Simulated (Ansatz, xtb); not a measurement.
**Isomers of C8H9F5O2 in order of energy**

3 gas-phase structures of C8H9F5O2, from a drawn sample of its isomers (lower ones may exist). Each was relaxed with GFN2-xTB; where two conformers were screened, the lower at r2SCAN-D4/def2-SVP is listed:

A. `C[C@]1(CC(F)F)CC(F)(F)C(=O)O[C@H]1F`, a singlet
B. `C[C@]1(CC(F)F)C[C@H](F)OC(=O)C1(F)F`, a singlet
C. `C[C@]1(CC(F)F)CC(F)(F)C(=O)O[C@@H]1F`, a singlet

**Question.** Which do you expect lowest at r2SCAN-D4/def2-SVP, and how would the others follow?

**Answer.** Calculated order at r2SCAN-D4/def2-SVP: B (0.0), C (3.2), A (5.5) kJ/mol. Less than 1 kcal/mol parts B and C; C and A, so the order within those pairs means little.

Energies above the lowest of each column, in kJ/mol; the last columns are at PBE-D3(BJ)/def2-SVP geometries and were run for some of them only (a dash: not run or not comparable):

```csv
structure,GFN2-xTB,HF/STO-3G,r2SCAN-D4/def2-SVP,PBE-D3(BJ)/def2-SVP,PBE0-D4/def2-TZVP
B,0.3,2.7,0.0,0.0,0.0
C,0.0,0.0,3.2,1.9,0.5
A,0.7,0.4,5.5,–,–
```

PBE0-D4/def2-TZVP has B and C within 1 kcal/mol of each other at the bottom, and every level picks one of them. Flexible structures stand in one conformer each, not always the lowest. Frequencies (GFN2-xTB) were run for B, C alone.

Programs: Ansatz 0.2.0, xtb 6.7.1.
